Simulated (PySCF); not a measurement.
CF2, SMILES F[C]F (connectivity only; charge and spin as stated), neutral, multiplicity 1.

Geometry optimised at B3LYP-D3(BJ)/def2-TZVP. The isomer is the one that the SMILES or the coordinates give; other isomers of the formula were not compared.

Level of theory: B3LYP-D3(BJ)/def2-TZVP run with PySCF 2.14.0.

Frequencies are harmonic and unscaled.

```tsv
mode	ν (cm⁻¹)	IR (km/mol)	Raman (Å⁴/amu)	depolarisation	moving atoms (share of kinetic energy)
1	670	3.1	1.8	0.31	F 88 %, C 12 %
2	1110	372.0	5.3	0.75	C 66 %, F 34 %
3	1227	115.1	3.5	0.48	C 64 %, F 36 %
```
